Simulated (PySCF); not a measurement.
H6SSi2. Atoms are numbered in the order given.

```xyz
9

Si    -1.6407     0.0000     0.4150
S      0.0000     0.0000    -0.9981
Si     1.6407     0.0000     0.4150
H     -1.6075     1.2249     1.2882
H     -2.8932    -0.0069    -0.4108
H     -1.5996    -1.2184     1.2970
H      1.5996     1.2184     1.2970
H      2.8932     0.0069    -0.4108
H      1.6075    -1.2249     1.2882
```
Charge 0, spin multiplicity 1.

Geometry optimised at PBE-D3(BJ)/def2-SVP.

Method: HF/pcSseg-1 (PySCF).

GIAO shieldings, no solvent; atoms alike by connectivity are averaged. δ = σ(ref) − σ: ²⁹Si against TMS (σ = 393.8 ppm); ³³S against H2S (σ = 725.2 ppm); ¹H against TMS (σ = 31.99 ppm), references at their B3LYP-D3(BJ)/def2-TZVP geometries, non-relativistic.

Computed chemical shifts:
| nucleus | atoms | count | δ (ppm) |
|---|---|---|---|
| ²⁹Si | Si1, Si3 | 2 | -45.5 |
| ³³S | S2 | 1 | -155.3 |
| ¹H | H4, H5, H6, H7, H8, H9 | 6 | 4.75 |
